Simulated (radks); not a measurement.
Values are calculated unless marked as measured or tabulated.
Spin polarisation of the 5p4 shell in Te. Start: [Kr] 4d10 5s2 5p(up 2, down 2); electrons of 5p are moved from spin down to spin up, other shells keep equal spins. Code: a radial shooting solver on a logarithmic mesh with Libxc functionals. Model: non-relativistic Kohn-Sham, LDA (Slater exchange, Perdew-Wang correlation), spin-polarised, spherical densities, point nucleus.

\begin{tabular}{lrrrrrr}
moment (Bohr magnetons) & E - E(0) (eV) & e(5p up) (eV) & e(5p down) (eV) & 5s down minus up (eV) & 4d down minus up (eV) & 4p down minus up (eV) \\ \hline
0 & 0.000 & -6.166 & -6.166 & 0.000 & 0.000 & 0.000 \\
0.5 & -0.032 & -6.287 & -6.033 & 0.264 & 0.052 & 0.032 \\
1 & -0.127 & -6.398 & -5.890 & 0.529 & 0.105 & 0.064 \\
1.5 & -0.286 & -6.500 & -5.733 & 0.796 & 0.157 & 0.096 \\
2 & -0.511 & -6.591 & -5.563 & 1.066 & 0.210 & 0.128 \\
\end{tabular}

At moment 2 the spin-polarisation energy is -0.511 eV and the 5p exchange splitting 1.028 eV, that is 0.514 eV per Bohr magneton; E = -I m^2/4 would give I = 0.511 eV.
